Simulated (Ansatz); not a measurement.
```yaml
crystal:
  periodic: [false, false, false]
  atoms:
    - {symbol: O, position_ang: [2.843345, 0.450679, 1.336178]}
    - {symbol: S, position_ang: [2.479365, -0.213870, 0.062853]}
    - {symbol: O, position_ang: [2.691816, -1.684785, 0.044062]}
    - {symbol: O, position_ang: [2.911535, 0.492341, -1.165911]}
    - {symbol: C, position_ang: [0.653673, -0.059847, 0.016067]}
    - {symbol: C, position_ang: [-0.150622, -1.200948, -0.021909]}
    - {symbol: C, position_ang: [-1.548527, -1.117521, -0.058324]}
    - {symbol: C, position_ang: [-2.131744, 0.145252, -0.054497]}
    - {symbol: F, position_ang: [-3.478679, 0.255160, -0.088229]}
    - {symbol: C, position_ang: [-1.370482, 1.312114, -0.016595]}
    - {symbol: C, position_ang: [0.019215, 1.185523, 0.017569]}
    - {symbol: F, position_ang: [0.739762, 2.309535, 0.054572]}
    - {symbol: H, position_ang: [0.370286, -2.163571, -0.023216]}
    - {symbol: H, position_ang: [-2.184576, -2.006270, -0.088378]}
    - {symbol: H, position_ang: [-1.844366, 2.296199, -0.014270]}
basis:
  gaussian: {orbitals: def2-TZVPD}
total_charge: -1
magnetization: {spin_polarized: true, initial_magnetization: 2}
hamiltonian: {xc: pbe0, dispersion: d4}
scf: {omitted_lower_state_checks: [starts]}
output: {orbitals: {seedname: orbitals}}
```

```sh
$ ansatz run in.yaml --threads 4 --pin off --events-out ev --progress --plain --max-ram 6963MiB
```

**Question.** Does this run fit into the memory that it is given?

**Answer.** No. It has 495 basis functions, and Ansatz plans for 8 GiB where 7 GiB are given.
